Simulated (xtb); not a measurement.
A run for xtb: GFN-FF on H6O2Si (a complex).

```
$ xtb mol.xyz --gfnff --sp --chrg 0 --uhf 0
9

O      0.25536175    -0.53033593     0.32901628
H     -0.44668994    -0.95934262    -0.17215458
H      0.69917444     0.06262352    -0.28711103
O     -0.62590923     0.71555521     2.69110436
Si    -0.02969657     0.20918506     4.13401624
H     -0.31377923     0.27868912     1.88040261
H     -0.32937695    -1.22301300     4.39656267
H     -0.67699531     1.03594270     5.17545616
H      1.44413348     0.38006582     4.22655676
```

Task: Give the final energy of this run.

Result: -0.9242 hartree.
